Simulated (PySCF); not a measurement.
Task: Write Cartesian coordinates for InChI=1S/C5H8BrN/c6-4-2-1-3-5-7/h1-4H2 as optimised with PBE0-D3(BJ)/def2-SVP.

Result: 
```
atom  x, y, z in Å
N1     2.7895    1.7672    1.5335
C2     2.3879    0.7985    1.0436
C3     1.8442   -0.3988    0.4106
C4     0.5749   -0.1224   -0.3975
C5    -0.5732    0.4014    0.4511
C6    -1.8323    0.7082   -0.3276
Br7   -2.6226   -0.8803   -1.1396
H8     2.6259   -0.8299   -0.2346
H9     1.6445   -1.1419    1.2008
H10    0.2715   -1.0582   -0.8921
H11    0.8042    0.5977   -1.2006
H12   -0.8061   -0.3167    1.2555
H13   -0.2663    1.3383    0.9504
H14   -1.6454    1.4043   -1.1566
H15   -2.6144    1.1280    0.3168
```

Orientation and origin are arbitrary. Atoms count from 1 in this order. Of the pairs four or more bonds apart, C2···H13 is among the closest relative to their van der Waals radii: 2.71 Å, 93 % of the sum of Bondi's values. The 4 C–C bonds span 1.459 Å (C2–C3, drawn single) to 1.530 Å (C3–C4, drawn single), a spread of 0.071 Å.

Bonds between heavy atoms (Å): N1≡C2 1.157, C2–C3 1.459, C3–C4 1.530, C4–C5 1.521, C5–C6 1.512, C6–Br7 1.951.

Theory: PySCF 2.14.0, PBE0-D3(BJ)/def2-SVP geometry optimisation, gas phase.

Point group: C1 (no symmetry element, even within 0.4 Å). Not checked by PBE0-D3(BJ)/def2-SVP frequencies. The numbers are those of one conformer (C2–C3–C4–C5 -62°, C3–C4–C5–C6 179°, C4–C5–C6–Br7 64°).
